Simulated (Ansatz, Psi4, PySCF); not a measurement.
H5GeSi (SMILES [SiH2][GeH3]), doublet, geometry from GFN2-xTB. Base run: PBE/STO-3G (PySCF).

Geometry (Å):
```xyz
7

Si     1.5826    -0.1488     0.2285
Ge    -0.7074     0.0652    -0.0694
H      2.3571     0.9728    -0.3094
H      2.1474    -1.3859    -0.3168
H     -1.5041    -0.3190     1.1473
H     -1.1617     1.4705    -0.3398
H     -1.3585    -0.7402    -1.1610
```
Charge 0, spin multiplicity 2.
Orbitals are unrestricted.
All else is at PySCF's defaults.

The same geometry, method and basis name were run in Ansatz (a first-principles code) and Psi4 and PySCF, at each program's defaults and at the settings that a row names. The base is PySCF at its defaults. Differences at the defaults can come from grids, fitting, cores and function types together.

| code and settings | ΔE vs base (mEh) | basis functions | E (Eh) | SCF cycles | dipole (D) |
|---|---|---|---|---|---|
| PySCF, defaults (exact integrals, its default grid, spherical functions) | 0.000 | 32 | -2341.58943 | 11 | 0.47 |
| Psi4, defaults (density fitting with its default set, its default grid, spherical functions) | -2.592 | 32 | -2341.59203 | 10 | 0.47 |
| Ansatz, defaults (factorised integrals, its default grid, spherical functions) | 0.000 | 32 | -2341.58943 | - | - |
| PySCF, density fitting with def2-universal-jkfit | -2.734 | 32 | -2341.59217 | 11 | 0.47 |
| PySCF, fine grid | 0.001 | 32 | -2341.58943 | 11 | 0.47 |
| Psi4, exact integrals, spherical functions, fine grid | 0.005 | 32 | -2341.58943 | 13 | 0.47 |
| Ansatz, high accuracy | 0.001 | 32 | -2341.58943 | - | - |

Open shells are given as the SCF converged; they aren't shown to be the lowest states, and a large step between rows can be another state.
